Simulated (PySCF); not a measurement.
Molecule: `Fc1cc(F)c([S-])s1`, [C$_{4}$HF$_{2}$S$_{2}$]-.

Bonds (- single, = double, # triple, : aromatic): F1-C2, C2:C3, C3:C4, C4-F5, C4:C6, C6-S7, C6:S8, S8:C2. C3 carries H9. Formal charges: S7 -1.

Total charge -1.

Frames of a GFN2-xTB Langevin trajectory at 400 K; GIAO PBE0/pcSseg-1 shieldings in PySCF, gas phase, non-relativistic; equivalent atoms averaged within each frame.

Shifts are taken against calculated references (same method and geometry level): 19F (170.95 ppm) vs CFCl3; 13C (186.93 ppm) and 1H (31.72 ppm) against TMS; 33S (503.73 ppm) vs CS2. The references are static minima.

How do the shifts (ppm) fluctuate along the trajectory?

Answers


| time (fs) | F1 | F5 | C4 | C6 | C2 | C3 | S8 | S7 | H9 |
| --- | --- | --- | --- | --- | --- | --- | --- | --- | --- |
| 250 | -154.8 | -161.6 | 163.1 | 155.1 | 152.5 | 114.2 | 217 | -32 | 5.94 |
| 425 | -161.7 | -169.9 | 163.0 | 165.2 | 143.4 | 100.8 | 203 | -13 | 5.84 |
| 625 | -140.6 | -175.9 | 154.5 | 162.2 | 163.0 | 111.7 | 212 | -23 | 5.68 |
| 800 | -150.7 | -152.8 | 155.6 | 161.5 | 151.2 | 98.1 | 212 | 1 | 5.32 |
| 1000 | -165.6 | -168.7 | 160.3 | 173.8 | 142.8 | 100.4 | 238 | 23 | 5.09 |
| mean of frames | -154.7 | -165.8 | 159.3 | 163.6 | 150.6 | 105.0 | 217 | -9 | 5.57 |
| standard deviation | 9.8 | 8.9 | 4.1 | 6.8 | 8.2 | 7.3 | 13 | 21 | 0.36 |

5 frames give an uncertainty of the mean of about the standard deviation over 2.2 at best, since frames this close in time may not be independent; classical motion lacks zero-point vibration, and the reference would need the same averaging.
